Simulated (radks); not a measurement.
Values are calculated unless marked as measured or tabulated.
Q: Radial electron density D(r) = 4 pi r^2 rho(r) of an atom or ion with 13 electrons. Code: a radial shooting solver on a logarithmic mesh with Libxc functionals. Model: Dirac Kohn-Sham, BLYP, spin-unpolarised, spherical densities, finite nucleus; Fermi nuclear charge, rms radius of each element as measured or else 0.836 A^(1/3) + 0.57 fm.

r (bohr),D(r) (e/bohr)
0.003336,0.2888
0.003761,0.3619
0.00424,0.4528
0.004781,0.5655
0.00539,0.7049
0.006078,0.8765
0.006853,1.087
0.007788,1.363
0.008781,1.680
0.009901,2.062
0.01116,2.520
0.01259,3.065
0.01419,3.708
0.016,4.458
0.01804,5.324
0.02034,6.309
0.02293,7.411
0.02586,8.621
0.02916,9.920
0.03314,11.37
0.03736,12.73
0.04212,14.03
0.0475,15.21
0.05355,16.17
0.06038,16.83
0.06808,17.12
0.07676,16.99
0.08654,16.44
0.09758,15.52
0.11,14.35
0.124,13.08
0.1399,11.94
0.159,11.09
0.1792,10.83
0.2021,11.16
0.2278,12.03
0.2569,13.25
0.2896,14.55
0.3266,15.55
0.3682,15.96
0.4151,15.56
0.4681,14.31
0.5278,12.35
0.595,9.961
0.6709,7.517
0.7625,5.233
0.8597,3.643
0.9694,2.659
1.093,2.198
1.232,2.079
1.389,2.087
1.567,2.047
1.766,1.868
1.991,1.550
2.245,1.158
2.532,0.7736
2.854,0.4597
3.244,0.2301
3.658,0.1046
4.124,0.04089
4.65,0.01352
5.243,0.003727
5.911,0.0008444
6.665,0.0001538

What is the nuclear charge?

A: Z = 15. The innermost maximum, from 1s, lies near gamma/Z bohr with gamma = sqrt(1 - (Z/c)^2) = 0.994, here 0.0663 bohr (found: 0.0697), and its height grows with Z. The density is that of the phosphorus ion P2+ in [Ne] 3s2 3p1; the configuration itself is not fixed sharply by these data, and Z only to about a unit. D(r) has 3 maxima, at r = 0.0697, 0.368, 1.41 bohr, and minima at 0.178, 1.26 bohr, inside which lie 2.19, 10.53 electrons.
